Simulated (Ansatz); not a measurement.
Consider the ligand exchange at the Si–C bond: `FC#C[SiH3]` + `NC([SiH3])S` → `NC([SiH3])S[SiH3]` + `C#CF`.

Calculated with Ansatz (gas phase, PBE0-D4/def2-TZVP geometries, no zero-point term in ΔE). CBS: MP2 limit from def2 TZ/QZ plus the TZ coupled-cluster correction, frozen cores. This one scheme is used for every species. Functionals use def2-TZVPP. One conformer a species, not always the lowest.

CCSD(T)/CBS gives -15.8 kJ/mol.

Q: Another level gave -9.6 kJ/mol. Which?
A. SCS-MP2/def2-TZVPP
B. HF/def2-TZVPP
C. PBE0-D4/def2-TZVPP
D. ωB97M-V/def2-TZVPP

A: A. SCS-MP2/def2-TZVPP -9.6, ωB97M-V -15.3, PBE0-D4 -20.3, HF/def2-TZVPP -4.0 kJ/mol.

Largest T1 diagnostic among the species: 0.013.

The D4 term adds −8.6 kJ/mol with B3LYP and −5.0 kJ/mol with PBE0; it sums over pairs of atoms, weighted by their polarisabilities, and B3LYP, whose exchange is more repulsive, gets the larger term. In def2-TZVPP, CCSD(T) changes the Hartree–Fock value by −8.4 kJ/mol (the triples alone add −2.2 kJ/mol) and MP2 by −9.6 kJ/mol.

B3LYP here is the variant with VWN-RPA as its local correlation; programs differ in this.
